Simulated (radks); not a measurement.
Question: All-electron atom: Sb IV in [Kr] 4d10 5s2. Method: Dirac Kohn-Sham, PBEsol, spin-unpolarised, spherical densities, point nucleus; computed with a radial shooting solver on a logarithmic mesh with Libxc functionals.

Spin-orbit splittings of the eigenvalues, e(l+1/2) - e(l-1/2), with zeta = 2 splitting/(2l+1) and mean radii in bohr:

shell  occ.  splitting (eV)  zeta (eV)  <r> j=l-1/2  <r> j=l+1/2
2p        6               ?          ?       0.1033       0.1088
3p        6           46.43      30.95       0.3210       0.3323
3d       10           9.653      3.861       0.3034       0.3070
4p        6           8.630      5.753       0.8318       0.8610
4d       10           1.262     0.5046        1.013        1.026

Estimate the 2p splitting.

Answer: 251.6 eV (zeta = 167.8 eV).
